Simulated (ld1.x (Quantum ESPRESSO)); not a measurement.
## cobalt ultrasoft: all-electron and pseudo phase curves

Co, ultrasoft, made with ld1.x (Quantum ESPRESSO) 7.5 (LDA (PZ), fully relativistic). Core [Ar], reference 3d7 4s0.5 4p0 (charge +1.5). Waves: 4s (bound): rcut 1.90, rcutus 2.35 bohr; 4s channel at -0.25 Ry: rcut 1.90, rcutus 2.35 bohr; 4p (bound, empty): rcut 1.75, rcutus 2.30 bohr; 4p channel at 1.55 Ry: rcut 1.75, rcutus 2.30 bohr; 3d (bound): rcut 0.85, rcutus 1.00 bohr; 3d channel at -0.2 Ry: rcut 0.85, rcutus 1.00 bohr. Local part: all-electron potential smoothed inside 1.45 bohr (lloc = -1). Core correction: a·sin(br)/r model core inside 1.00 bohr. Augmentation charge: PSQ, radius 0.95 bohr.

Open shells are filled in proportion to 2j + 1 (rel_dist='average').

The phase is arctan(r·u′/u) with u = r·R(r), unwrapped; energies in Ry, scanned from -4 to 5 Ry. A pole is an energy at which the radial function vanishes at the test radius. The pseudo phase is shifted by a multiple of π to meet the all-electron one at the reference energy, and phase errors are pseudo minus all-electron; the curves can meet again beyond the range given. Levels narrower than the energy grid can be missing from the lists of poles.

```json
{"channel": "s", "radius (bohr)": "2.55", "reference energy (Ry)": "-1.26", "poles, all-electron": "0.45", "poles, pseudo": "0.46", "unbroken range about the reference energy with phases within 0.05 rad": "below 3.9", "phase error 1 Ry above the reference energy (rad)": "+0.000"}
{"channel": "p1/2", "radius (bohr)": "2.55", "reference energy (Ry)": "-0.83", "poles, all-electron": "1.45", "poles, pseudo": "1.45", "unbroken range about the reference energy with phases within 0.05 rad": "below 4.0", "phase error 1 Ry above the reference energy (rad)": "-0.000"}
{"channel": "p3/2", "radius (bohr)": "2.55", "reference energy (Ry)": "-0.82", "poles, all-electron": "1.51", "poles, pseudo": "1.51", "unbroken range about the reference energy with phases within 0.05 rad": "below 4.0", "phase error 1 Ry above the reference energy (rad)": "-0.000"}
{"channel": "d3/2", "radius (bohr)": "2.55", "reference energy (Ry)": "-1.64", "poles, all-electron": "-1.54, 3.29", "poles, pseudo": "-1.53, 3.29", "unbroken range about the reference energy with phases within 0.05 rad": "the whole range", "phase error 1 Ry above the reference energy (rad)": "+0.000"}
{"channel": "d5/2", "radius (bohr)": "2.55", "reference energy (Ry)": "-1.63", "poles, all-electron": "-1.52, 3.31", "poles, pseudo": "-1.52, 3.31", "unbroken range about the reference energy with phases within 0.05 rad": "the whole range", "phase error 1 Ry above the reference energy (rad)": "+0.000"}
```

Phases in the d3/2 channel:

| E (Ry) | all-electron | pseudo |
| --- | --- | --- |
| -4.00 | 1.353 | 1.353 |
| -3.76 | 1.344 | 1.344 |
| -3.52 | 1.334 | 1.334 |
| -3.28 | 1.321 | 1.321 |
| -3.04 | 1.307 | 1.307 |
| -2.80 | 1.288 | 1.288 |
| -2.56 | 1.264 | 1.264 |
| -2.32 | 1.226 | 1.226 |
| -2.08 | 1.155 | 1.155 |
| -1.84 | 0.888 | 0.888 |
| -1.60 | -1.404 | -1.404 |
| -1.36 | -1.740 | -1.740 |
| -1.12 | -1.833 | -1.833 |
| -0.88 | -1.896 | -1.896 |
| -0.64 | -1.959 | -1.959 |
| -0.40 | -2.034 | -2.034 |
| -0.16 | -2.136 | -2.136 |
| 0.08 | -2.287 | -2.287 |
| 0.32 | -2.534 | -2.534 |
| 0.56 | -2.939 | -2.939 |
| 0.80 | -3.469 | -3.469 |
| 1.04 | -3.907 | -3.907 |
| 1.28 | -4.177 | -4.177 |
| 1.52 | -4.340 | -4.340 |
| 1.76 | -4.445 | -4.445 |
| 2.00 | -4.518 | -4.518 |
| 2.24 | -4.572 | -4.572 |
| 2.48 | -4.614 | -4.614 |
| 2.72 | -4.649 | -4.649 |
| 2.96 | -4.678 | -4.678 |
| 3.20 | -4.703 | -4.703 |
| 3.44 | -4.726 | -4.726 |
| 3.68 | -4.748 | -4.748 |
| 3.92 | -4.769 | -4.769 |
| 4.16 | -4.791 | -4.790 |
| 4.40 | -4.813 | -4.812 |
| 4.64 | -4.836 | -4.835 |
| 4.88 | -4.863 | -4.862 |
